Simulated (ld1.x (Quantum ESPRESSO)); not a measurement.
Building the TM potential for hydrogen (H) (PBEsol, non-relativistic).

```json
{
  "Element": "hydrogen",
  "Generator": "ld1.x (Quantum ESPRESSO) 7.5",
  "Type": "norm-conserving Troullier–Martins (Kleinman–Bylander form)",
  "Functional": "PBEsol",
  "Relativity": "non-relativistic",
  "Frozen core": "none",
  "Valence charge": "1",
  "Reference configuration": "1s1",
  "Partial waves": "1s (bound): rc 1.45 bohr; 2p channel at -0.05 Ry: rc 1.20 bohr",
  "Local potential": "the p channel",
  "Core correction": "none"
}
```

All-electron outer shells of the reference configuration (PBEsol, non-relativistic, ld1.x):

```csv
shell,level (eV),outermost node (bohr),outermost maximum (bohr)
1s,-6.33,–,1.05
```

(1) Estimate the cutoffs (Ry, on a coarse ladder) from which the occupation-weighted sum of valence levels, in a spherical-Bessel basis at the reference potential, stays within 10 and 1 mRy of its value at 400 Ry.

(2) Does the potential have ghost states?

Answers

(1) 18 Ry and 30 Ry.

(2) No extra level below or beside the all-electron valence levels (s, p, d, f tested).
